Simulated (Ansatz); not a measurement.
The cluster Al₄As₄. The state is a singlet with charge 0. Geometry PBE0-D4/def2-SVP.

```xyz
8

Al   -1.3438   -0.4824    1.4704
Al   -0.3054    1.9916    0.3743
Al    0.3055   -1.9916   -0.3743
Al    1.3438    0.4824   -1.4704
As   -1.8116   -2.4628    0.3954
As    2.4230   -1.5239   -1.1447
As   -0.8781    1.4972    2.5478
As    0.2666    2.4895   -1.7986
```

The 6-31G sets use Cartesian d functions. The structure comes from a short search, and lower isomers may exist.

(1) Estimate the orbital energies around the gap (eV) in Ansatz with HF/6-31G, PBE-D4/def2-SVP, PBE-D4/def2-TZVP, r2SCAN-D4/def2-TZVP, PBE0-D4/def2-TZVPD.

## Answers

(1) 
```csv
orbital,HF/6-31G,PBE-D4/def2-SVP,PBE-D4/def2-TZVP,r2SCAN-D4/def2-TZVP,PBE0-D4/def2-TZVPD
HOMO−9,-12.68,-8.71,-8.65,-8.94,-9.80
HOMO−8,-12.68,-8.71,-8.65,-8.94,-9.80
HOMO−7,-10.17,-6.92,-6.84,-7.15,-7.81
HOMO−6,-10.17,-6.92,-6.84,-7.15,-7.81
HOMO−5,-10.16,-6.85,-6.77,-7.07,-7.76
HOMO−4,-10.01,-6.65,-6.58,-6.87,-7.54
HOMO−3,-9.04,-6.33,-6.28,-6.56,-7.21
HOMO−2,-8.43,-5.71,-5.68,-5.92,-6.54
HOMO−1,-8.43,-5.67,-5.63,-5.89,-6.51
HOMO,-8.20,-5.67,-5.63,-5.89,-6.51
LUMO,-1.24,-3.83,-3.83,-3.88,-3.40
LUMO+1,-0.02,-3.06,-3.05,-2.92,-2.48
LUMO+2,-0.02,-2.79,-2.73,-2.67,-2.16
LUMO+3,-0.02,-2.79,-2.73,-2.67,-2.16
LUMO+4,0.83,-2.12,-2.15,-2.06,-1.59
LUMO+5,1.31,-2.01,-2.05,-1.85,-1.40
```
